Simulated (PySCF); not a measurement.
C₄H₆BF, SMILES CCB(F)C#C. The structure is a stationary point at PBE-D3(BJ)/def2-SVP. The structure was generated by enumeration, and PubChem lists no compound with its InChIKey, so it may never have been made. The values are those of a single conformer.

**Question.** Give the equilibrium geometry at PBE-D3(BJ)/def2-SVP (PySCF confirms it by a frequency run) as a Z-matrix, and its point group. (The exact figures need the calculation; the answer reports its results.)

**Answer.** This is not unique; one that fits is point group Cs.
```
C
H 1 1.1160
H 1 1.1160 2 103.32
C 1 1.5312 2 111.19 3 -119.36
H 4 1.1087 1 112.09 2 57.27
H 4 1.1089 5 107.57 1 -122.71
H 4 1.1089 5 107.57 6 -114.57
B 1 1.5720 2 106.31 3 111.71
F 8 1.3452 1 118.55 2 -54.80
C 8 1.5366 9 117.62 1 180.00
C 10 1.2296 9 154.20 8 180.00
H 11 1.0825 6 126.32 4 131.68
```
